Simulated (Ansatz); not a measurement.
`CCC(C)CC(C)CC(C)C` with charge -1. Total charge -1; doublet. Geometry PBE-D4/def2-SVP, that of the neutral singlet.

```xyz
35

C    -3.3682    1.6220   -1.4069
C    -2.3357    2.3736   -0.5646
C    -1.2047    1.5082    0.0280
C    -0.3403    2.3447    0.9796
C    -0.3669    0.8417   -1.0803
C     0.8233   -0.0348   -0.6418
C     1.5734   -0.5437   -1.8795
C     0.3708   -1.1861    0.2752
C     1.4654   -2.1335    0.8026
C     2.5476   -1.3897    1.5955
C     0.8369   -3.2465    1.6508
H    -4.1940    2.2924   -1.7203
H    -3.8194    0.7829   -0.8359
H    -2.9280    1.1941   -2.3302
H    -2.8569    2.8832    0.2755
H    -1.8791    3.1895   -1.1708
H    -1.6943    0.7050    0.6267
H     0.2124    3.1327    0.4239
H    -0.9642    2.8523    1.7437
H     0.4087    1.7305    1.5188
H    -1.0338    0.2176   -1.7160
H     0.0191    1.6453   -1.7496
H     1.5249    0.6111   -0.0678
H     0.9393   -1.2409   -2.4685
H     1.8533    0.2958   -2.5487
H     2.5061   -1.0825   -1.6179
H    -0.3897   -1.7896   -0.2725
H    -0.1630   -0.7643    1.1563
H     1.9557   -2.6190   -0.0717
H     3.3045   -2.0934    1.9989
H     2.1027   -0.8483    2.4586
H     3.0860   -0.6433    0.9773
H     0.3392   -2.8252    2.5508
H     0.0696   -3.8090    1.0799
H     1.5991   -3.9727    2.0009
```

At PBE-D4/def2-SVP, PBE0-D4/def2-SVP, r2SCAN0-D4/def2-SVP the highest occupied level of the charge -1 doublet lies above zero (up to 4.04 eV). By energy differences it is unbound by 2.72 eV (vertical, against the charge 0 singlet, at PBE0-D4/def2-SVP) and held by the finite basis.

(1) Estimate the α-spin orbital energies around the gap (eV) in Ansatz with PBE-D4/def2-SVP, PBE0-D4/def2-SVP, r2SCAN0-D4/def2-SVP.

Answers

(1) 
```json
{"orbital": "HOMO−5", "PBE-D4/def2-SVP": "-3.97", "PBE0-D4/def2-SVP": "-5.35", "r2SCAN0-D4/def2-SVP": "-5.54"}
{"orbital": "HOMO−4", "PBE-D4/def2-SVP": "-3.80", "PBE0-D4/def2-SVP": "-5.16", "r2SCAN0-D4/def2-SVP": "-5.35"}
{"orbital": "HOMO−3", "PBE-D4/def2-SVP": "-3.41", "PBE0-D4/def2-SVP": "-4.72", "r2SCAN0-D4/def2-SVP": "-4.89"}
{"orbital": "HOMO−2", "PBE-D4/def2-SVP": "-3.36", "PBE0-D4/def2-SVP": "-4.66", "r2SCAN0-D4/def2-SVP": "-4.82"}
{"orbital": "HOMO−1", "PBE-D4/def2-SVP": "-3.28", "PBE0-D4/def2-SVP": "-4.58", "r2SCAN0-D4/def2-SVP": "-4.74"}
{"orbital": "HOMO", "PBE-D4/def2-SVP": "3.99", "PBE0-D4/def2-SVP": "3.96", "r2SCAN0-D4/def2-SVP": "4.04"}
{"orbital": "LUMO", "PBE-D4/def2-SVP": "4.19", "PBE0-D4/def2-SVP": "4.84", "r2SCAN0-D4/def2-SVP": "5.04"}
{"orbital": "LUMO+1", "PBE-D4/def2-SVP": "4.54", "PBE0-D4/def2-SVP": "5.28", "r2SCAN0-D4/def2-SVP": "5.43"}
{"orbital": "LUMO+2", "PBE-D4/def2-SVP": "4.64", "PBE0-D4/def2-SVP": "5.40", "r2SCAN0-D4/def2-SVP": "5.56"}
{"orbital": "LUMO+3", "PBE-D4/def2-SVP": "4.98", "PBE0-D4/def2-SVP": "5.80", "r2SCAN0-D4/def2-SVP": "5.98"}
{"orbital": "LUMO+4", "PBE-D4/def2-SVP": "5.11", "PBE0-D4/def2-SVP": "5.96", "r2SCAN0-D4/def2-SVP": "6.14"}
{"orbital": "LUMO+5", "PBE-D4/def2-SVP": "5.26", "PBE0-D4/def2-SVP": "6.09", "r2SCAN0-D4/def2-SVP": "6.28"}
{"orbital": "β HOMO", "PBE-D4/def2-SVP": "-3.24", "PBE0-D4/def2-SVP": "-4.53", "r2SCAN0-D4/def2-SVP": "-4.68"}
{"orbital": "β LUMO", "PBE-D4/def2-SVP": "4.16", "PBE0-D4/def2-SVP": "4.98", "r2SCAN0-D4/def2-SVP": "5.32"}
```
